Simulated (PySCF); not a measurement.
# A search over the determinants of TlF

Unrestricted PBE0; Tl def2-SVPD with ECP60, F def2-SVPD; scalar-relativistic core potentials (PySCF 2.14). Outer shells of the fragments: Tl 5d10 6s2 6p1; F 2s2 2p5.

Followed along the bond (rough minima from three points):

| 2Ms+1 | unpaired | ⟨S²⟩ at the start | R at minimum (Å) | Te (eV) |
| --- | --- | --- | --- | --- |
| 1 | none | 0.00 | 2.14 | 0.00 |
| 3 | σ ↑, π ↑ | 2.01 | 2.15 | 4.54 |

Solutions found at the starting distance of 2.045 Å, counted from the lowest of them; the search is not exhaustive and high or unbound solutions are not listed, so other states can lie among these:

| 2Ms+1 | unpaired | term | E (eV) | ⟨S²⟩ | ⟨Lz²⟩ | μ (D) |
| --- | --- | --- | --- | --- | --- | --- |
| 1 | none | ¹Σ⁺ | 0.00 | 0.00 | 0.00 | -3.88 |
| 3 | σ ↑, π ↑ | ³Π | 4.52 | 2.01 | 1.00 | -2.23 |
| 1 | σ ↓, π ↑ | mixed | 4.89 | 1.01 | 1.00 | -1.81 |
| 3 | σ ↑↑ | ³Σ⁺ | 6.14 | 2.00 | 0.00 | 0.22 |
| 3 | π ↑↑ | mixed | 6.71 | 2.00 | 2.01 | 1.71 |
| 3 | π ↑↑ | mixed | 6.81 | 2.00 | 2.01 | 1.82 |
| 3 | σ ↑, π ↑ | ³Π | 8.02 | 2.00 | 1.00 | 1.23 |

A term symbol is given only where ⟨S²⟩ and ⟨Lz²⟩ are close to those of a pure state; real π, δ and φ orbitals otherwise mix terms. A positive dipole means Tl(−)F(+).

The measured ground state is X ¹Σ+ (Huber and Herzberg, Constants of Diatomic Molecules (1979)).

Spin–orbit coupling is left out, which matters for elements this heavy, above all for dissociation energies. Counting both spins, an empty level lies below a filled one in some of these solutions, because spin and occupation are held.
